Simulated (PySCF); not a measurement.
Ionisation energy of Ir by level of theory

Ir [Xe] 4f14 5d7 6s2 (4F) → Ir+ [Xe] 4f14 5d7 6s1 (5F), as a difference of total energies. Calculation: PySCF 2.14, in aug-cc-pVTZ-PP with ECP60MDF (6s6p5d3f2g, 88 functions); a scalar-relativistic core potential. Correlated levels: valence: 5s2 5p6 frozen. The calculations carry no spin-orbit coupling.

```json
{"method": "UHF", "ionisation energy (eV)": "7.033"}
{"method": "MP2 (valence)", "ionisation energy (eV)": "8.701"}
{"method": "SCS-MP2 (valence)", "ionisation energy (eV)": "8.864"}
{"method": "CCSD (valence)", "ionisation energy (eV)": "8.602"}
{"method": "CCSD(T) (valence)", "ionisation energy (eV)": "8.752"}
```

Question: How much does correlation contribute at CCSD(T) (valence)?

Answer: 8.752 − (7.033) = 1.719 eV, measured against UHF.

Errors of the correlated levels include the incompleteness of this basis and the frozen core.

For comparison: 8.926 eV (measured; NIST levels, between the centres of gravity of the two terms).
